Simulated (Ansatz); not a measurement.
`N[Si]1(F)C[SiH2]1` and `F[Si]1(S)C[SiH2]1` differ in one atom or group.

Ansatz, PBE0-D4/def2-TZVP geometries, multiplicity 1. Each molecule was computed in one conformer, which needn't be the lowest.

```tsv
property	`N[Si]1(F)C[SiH2]1`
HOMO energy (PBE0/def2-TZVPP) / eV	-6.64
size of the dipole moment (B3LYP/def2-TZVPP) / D	1.90
HOMO–LUMO gap (B3LYP/def2-TZVPP) / eV	6.10
HOMO energy (PBE/def2-TZVPP) / eV	-5.57
LUMO energy (B3LYP/def2-TZVPP) / eV	-0.36
HOMO–LUMO gap (PBE0/def2-TZVPP) / eV	6.52
```

Question: What does the change do to each property? (Estimate.)

Answer: The calculation gave: 
```tsv
property	`F[Si]1(S)C[SiH2]1`	shift
HOMO energy (PBE0/def2-TZVPP) / eV	-6.98	-0.34
size of the dipole moment (B3LYP/def2-TZVPP) / D	1.55	-0.35
HOMO–LUMO gap (B3LYP/def2-TZVPP) / eV	6.04	-0.06
HOMO energy (PBE/def2-TZVPP) / eV	-5.91	-0.34
LUMO energy (B3LYP/def2-TZVPP) / eV	-0.75	-0.39
HOMO–LUMO gap (PBE0/def2-TZVPP) / eV	6.44	-0.08
```

With PBE0 the HOMO falls by 0.34 eV and the LUMO falls by 0.42 eV, so the gap narrows by about 0.08 eV. PBE moves the HOMO by -0.34 eV and ωB97M-V by -0.31 eV. Dipoles are sizes alone; their direction can turn.

Positive LUMOs are unbound, so they and the gaps depend on the basis.

B3LYP here is the variant with VWN-RPA as its local correlation; programs differ in this.
